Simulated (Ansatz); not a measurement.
# Worked example: C7H16 → [C3H7]+ + C4H9 + e⁻

Species: C7H16 (2,2,3-trimethylbutane) `CC(C)C(C)(C)C`, singlet; [C3H7]+ `C[CH+]C`, singlet; C4H9 (tert-butyl radical) `C[C](C)C`, doublet. 

Shapes, held fixed at every level: PBE0-D4/def2-TZVP. Flexible molecules stand in one conformer, not always the lowest. Programs: Ansatz 0.2.0. Electronic energies: no zero-point or thermal term.

At CCSD(T)/CBS estimate; 1 Eh = 27.2114 eV:

```
species  energy (Eh)
  C7H16  -276.028205
[C3H7]+  -118.036606
   C4H9  -157.576432
```

Work out ΔE of the reaction at this level.


1. Products less reactants: (-118.036606) + (-157.576432) − [(-276.028205)] = 0.415167 Eh = +11.30 eV.

Other levels give +9.05 (HF/def2-TZVPP) to +11.07 eV (CCSD(T)/def2-SVP). No measured value is set beside it here. Open shells run unrestricted unless RO is named. The CBS estimate extrapolates MP2 from def2-TZVPP and def2-QZVPP and adds CCSD(T) − MP2 in the triple-zeta set, cores frozen. The onset seen in experiment also holds zero-point changes and kinetic shifts.
